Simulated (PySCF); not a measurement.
## Ni²⁺: excitation energy

Ni²⁺ [Ar] 3d8 (3F) → Ni²⁺ [Ar] 3d7 4s1 (5F), as a difference of total energies. All numbers are calculated (PySCF 2.14, the spin-free X2C one-electron Hamiltonian (Gaussian nucleus), in x2c-TZVPPall with one added diffuse shell each of s, p, d, f type (7s6p5d3f1g, 80 functions)). Correlated levels: valence and next inner shell: [Ne] frozen. The calculations carry no spin-orbit coupling.

| method | excitation energy (eV) |
| --- | --- |
| UHF | 5.153 |
| MP2 (valence and next inner shell) | 7.061 |
| SCS-MP2 (valence and next inner shell) | 7.037 |
| CCSD (valence and next inner shell) | 6.494 |
| CCSD(T) (valence and next inner shell) | 6.537 |

Q: How much does correlation contribute at CCSD(T) (valence and next inner shell)?

A: 6.537 − (5.153) = 1.384 eV, measured against UHF.
